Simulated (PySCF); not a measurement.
**Polarisability and C₆ of Rh+ (rhodium, charge +1)**

[Kr] 4d8, high-spin 3F determinant. Computed with PySCF 2.14 in aug-cc-pVTZ-DK, with scalar relativity by spin-free X2C-1e. Coupled (time-dependent) response in atomic units; α is the mean over directions.

```tsv
method	mean α (bohr³)	C₆ (like pair)	S(−4)
PBE0	12.88	80.53	66.71
```

S(−4) is the Cauchy moment in α(ω) = α(0) + S(−4) ω² + …

Spin-orbit coupling is absent.

α(iu) at PBE0:

```
u (hartree)  α(iu) (bohr³)
          0          12.88
     0.0500          12.71
      0.100          12.27
      0.200          10.93
      0.300          9.542
      0.500          7.391
      0.750          5.606
       1.00          4.390
       1.50          2.883
       2.00          2.027
       3.00          1.147
       5.00         0.5037
```

For an ion, C₆ is the dispersion term alone; charge-induced terms of lower order in 1/R come first.
